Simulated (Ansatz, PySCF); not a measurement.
B(Me)(OMe)(SMe) (C₃H₉BOS), SMILES COB(C)SC. Atoms are numbered in the order given.

```xyz
15

B      0.0751     0.5092     0.1857
C      0.3712     1.9146     0.8299
H      0.9761     1.8489     1.7449
H     -0.5701     2.4329     1.0813
H      0.9045     2.5653     0.1158
O     -0.6517     0.3379    -0.9505
C     -1.2090     1.4136    -1.6579
H     -0.4352     2.1137    -2.0154
H     -1.7424     1.0126    -2.5316
H     -1.9283     1.9800    -1.0425
S      0.7277    -0.9763     0.9820
C      0.1352    -2.3034    -0.1037
H     -0.9620    -2.3183    -0.1368
H      0.5015    -3.2529     0.3076
H      0.5210    -2.1730    -1.1232
```
Charge 0, spin multiplicity 1.

The structure is a stationary point at PBE0-D3(BJ)/def2-SVP. The values are those of a single conformer.

Two levels are set side by side: PBE-D3(BJ)/def2-SVP (Ansatz, an electronic-structure program) and PBE0-D3(BJ)/def2-SVP (Ansatz). Each level has its own optimised geometry; the coordinates shown are those of the second. Frequencies come from the Hessian of PySCF at each geometry. Differences are taken from unrounded values.

```tsv
quantity	PBE0-D3(BJ)	PBE-D3(BJ)	PBE-D3(BJ) minus PBE0-D3(BJ)
mean bond length (Å)	1.276	1.285	0.010
bond B1–C2 (Å)	1.574	1.580	0.006
bond B1–O6 (Å)	1.360	1.372	0.012
bond B1–S11 (Å)	1.807	1.816	0.009
bond O6–C7 (Å)	1.403	1.417	0.014
bond S11–C12 (Å)	1.814	1.830	0.016
bond C2–H3 (Å)	1.099	1.107	0.008
bond C2–H4 (Å)	1.104	1.112	0.008
bond C2–H5 (Å)	1.104	1.112	0.008
bond C7–H8 (Å)	1.103	1.112	0.009
bond C7–H9 (Å)	1.099	1.108	0.009
bond C7–H10 (Å)	1.103	1.112	0.009
bond C12–H13 (Å)	1.098	1.106	0.008
bond C12–H14 (Å)	1.098	1.106	0.008
bond C12–H15 (Å)	1.098	1.106	0.008
highest harmonic wavenumber (cm⁻¹)	3197	3106	-90
mean harmonic wavenumber (cm⁻¹)	1385	1340	-46
zero-point energy (kcal/mol)	77.24	74.70	-2.55
```

GGA bonds tend to be longer and softer than those of functionals with exact exchange. Differences between two approximate levels are no errors against the true value.
